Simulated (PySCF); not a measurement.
**Simulated absorption spectrum**

C₄H₈Cl₂Si.
Bonds: C1–C2 (double), C2–Si3, Si3–C4, C4–C5, C4–Cl6, C4–Cl7. Hydrogens: H8, H9 on C1; H10 on C2; H11, H12 on Si3; H13, H14, H15 on C5.

Method used: PySCF, TDDFT B3LYP/def2-SVPD, vertical, gas phase, core orbitals frozen in the response. The structure is a single GFN2-xTB conformer in the gas phase; no vibrational or solvent corrections. Torsions of this conformer, `[CH2:1]=[CH:2][SiH2:3][C:4]([CH3:5])([Cl:6])[Cl:7]`: C1–C2–Si3–C4 -138°, C2–Si3–C4–C5 59°.

Broadening: Gaussians 0.4 eV wide at half height, area fixed by f = 4.319×10⁻⁹ ∫ε dν̃. The width is an assumption, not a result. The curve ends short of the highest state used, and states not computed would add to its high-energy end.

```csv
E (eV),ε (L mol⁻¹ cm⁻¹)
5.30,7
5.34,15
5.38,31
5.42,63
5.46,118
5.50,211
5.54,357
5.58,571
5.62,864
5.66,1237
5.70,1674
5.74,2144
5.78,2598
5.81,2894
5.85,3182
5.89,3312
5.93,3263
5.97,3043
6.01,2691
6.05,2260
6.09,1810
6.13,1395
6.17,1053
6.21,804
6.25,656
6.29,607
6.33,658
6.37,821
6.41,1119
6.45,1592
```

(1) Where are the band maxima, and which computed states make them?

(2) Coming from long wavelengths, where does ε first pass 100 L mol⁻¹ cm⁻¹?

(3) On this curve, what absorbance would a 10⁻³ mol/L sample give at 222 nm over a 1 cm path?

Answers

(1) 210 nm (5.90 eV), ε about 3300, made up of S1 (100%) (ε in L mol⁻¹ cm⁻¹; maxima over ε = 5, shares over 10%). At its high-energy end, 6.45 eV, the curve is still rising (ε about 1600, from S3, S4, S5 and S6). The states used: S1 5.90 eV (f 0.049); S2 6.38 eV (f 0.0010); S3 6.43 eV (f 0.0042); S4 6.71 eV (f 0.0081); S5 6.76 eV (f 0.014); S6 6.83 eV (f 0.151); S7 6.96 eV (f 0.027); S8 7.05 eV (f 0.012).

(2) At about 228 nm (5.45 eV), 0.45 eV below S1.

(3) 222 nm is 5.585 eV, where ε is about 600 L mol⁻¹ cm⁻¹, so A = ε c l ≈ 0.6 (Beer–Lambert, with the gas-phase spectrum and the assumed width).
